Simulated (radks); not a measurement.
The numbers below are computed, except where a source is named.
Yb+, 69 electrons, occupied as [Xe] 4f14 6s1. Code: a radial shooting solver on a logarithmic mesh with Libxc functionals. Model: non-relativistic Kohn-Sham, LB94 model potential, spin-polarised, spherical densities, point nucleus; open shells are filled with parallel spins first (spin-orbit coupling, left out, can overturn this in heavy ions); relativity is left out, which matters for an element this heavy.

Normalised radial functions P(r) = r R(r), r in bohr:

```
   r/bohr * 5s up, o 4f up, + 6s up (the largest magnitude, 1.17, reaches the edge; | marks zero, & curves that meet)
 0.001551                             &*
 0.002103                             o&
 0.002872                             o+*
 0.003893                             o+*
 0.005318                             o+ *
 0.007208                             o+ *
 0.009847                             o+  *
  0.01335                             o+ *
  0.01809                             o+ *
  0.02471                             &*
  0.03349                           *+o
  0.04575                        *  + o
    0.062                       *   + |o
  0.08403                         *  +| o
   0.1148                             |+* o
   0.1556                             |  +    &
   0.2126                             | +    *       o
   0.2881                          * +|                    o
   0.3904                 *       +   |                         o
   0.5334                     *     + |                          o
   0.7228                             |  +    *              o
   0.9875                             |      +         o    *
    1.338                             |   +     o           *
    1.828                        +    |     o       *
    2.478                 +           |  o *
    3.358               +             |&
    4.588                   +         &
    6.218                        +    &
    8.495                            +&
    11.51                             &
```

5s up: eigenvalue -58.732 eV, 4 radial nodes at r = 0.0276, 0.104, 0.265, 0.626 bohr, <r> = 1.31 bohr, 90 % of the charge inside 1.90 bohr. 4f up: eigenvalue -22.110 eV, 0 radial nodes, <r> = 0.729 bohr, 90 % of the charge inside 1.25 bohr. 6s up: eigenvalue -12.397 eV, 5 radial nodes at r = 0.0276, 0.104, 0.264, 0.611, 1.57 bohr, <r> = 3.58 bohr, 90 % of the charge inside 5.22 bohr.
